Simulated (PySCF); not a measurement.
C₆H₁₁B.
Geometry (PBE0-D3(BJ)/def2-SVP, Å), atoms numbered from 1 in this order:
```
atom  x, y, z in Å
B1    -0.001    1.601    1.026
C2     0.441    0.987   -0.316
C3     1.727    0.137   -0.362
C4     0.970   -1.069    0.235
C5    -0.341   -0.332   -0.011
C6    -1.514   -0.859   -0.770
C7    -1.666   -0.568    0.690
H8     0.544    1.283    2.060
H9    -0.961    2.337    1.073
H10    0.136    1.504   -1.236
H11    2.061   -0.054   -1.392
H12    2.582    0.514    0.219
H13    1.082   -2.031   -0.287
H14    1.174   -1.223    1.306
H15   -2.004   -0.188   -1.481
H16   -1.466   -1.905   -1.089
H17   -1.692   -1.410    1.389
H18   -2.293    0.276    0.982
```

Theory: TDDFT B3LYP/def2-SVPD, vertical, gas phase, core orbitals frozen in the response in PySCF 2.14.0, density-fitted response routines.

Transition dipole moments from the ground state, in atomic units and in the frame of the coordinates above (overall signs are arbitrary), for the states with f of 0.002 or more among the lowest 6:

```json
{"state": "S1", "E (eV)": "5.511", "μx": "-0.192", "μy": "-0.468", "μz": "-0.215"}
{"state": "S2", "E (eV)": "6.137", "μx": "0.249", "μy": "0.112", "μz": "0.031"}
{"state": "S3", "E (eV)": "6.241", "μx": "-0.112", "μy": "-0.127", "μz": "0.026"}
{"state": "S4", "E (eV)": "6.915", "μx": "0.058", "μy": "-0.093", "μz": "-0.040"}
{"state": "S5", "E (eV)": "6.959", "μx": "-0.051", "μy": "-0.127", "μz": "-0.106"}
{"state": "S6", "E (eV)": "7.351", "μx": "0.048", "μy": "0.091", "μz": "0.171"}
```

(1) Work out the oscillator strengths.

(2) What angle do the transition dipoles of S1 and S2 make?

(3) What peak molar absorption coefficient would the strongest computed level give as a lone Gaussian band 0.4 eV wide at half height?

Results:

(1) f = (2/3) ΔE |μ|² with ΔE in hartree (27.2114 eV).

```tsv
state	|μ|² (au)	|μ| (D)	f
S1	0.301	1.40	0.041
S2	0.076	0.70	0.011
S3	0.029	0.43	0.004
S4	0.014	0.30	0.002
S5	0.030	0.44	0.005
S6	0.040	0.51	0.007
```

(2) |cos θ| = |μa·μb| / (|μa| |μb|) = 0.71, so θ ≈ 45° (taken between 0 and 90°, since the signs are arbitrary).

(3) ε(max) = 2.175×10⁸ f / FWHM, with the width in cm⁻¹. S1: 2.175×10⁸ × 0.0407 / 3226 ≈ 2700 L mol⁻¹ cm⁻¹.

One conformer stands for the species.
